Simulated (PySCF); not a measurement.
**Low-lying terms of Si¹⁰⁺ (silicon, charge +10)**

Ground state [He] 2s2, ¹S. Computed with PySCF 2.14 in an uncontracted even-tempered set (19 s from 0.208 bohr⁻², ratio 2.5; 10 p from 0.288 bohr⁻², ratio 2.7; 9 d from 0.12 bohr⁻², ratio 2.7; 5 f from 9.6 bohr⁻², ratio 2.7), with the spin-free X2C one-electron Hamiltonian (Gaussian nucleus). Vertical excitation energies in eV without spin-orbit coupling; excited terms of each kind are numbered among those the solver found. Frozen: nothing.

| term | leading excitation | EOM-EE-CCSD |
| --- | --- | --- |
| 1 3P° | 2s → p | 21.678 |
| 1 1P° | 2s → p | 40.965 |

Only the lower part of the computed list is shown. Doubly excited terms such as np² are absent. The solver can miss terms. The 12 highest virtual orbitals were dropped.
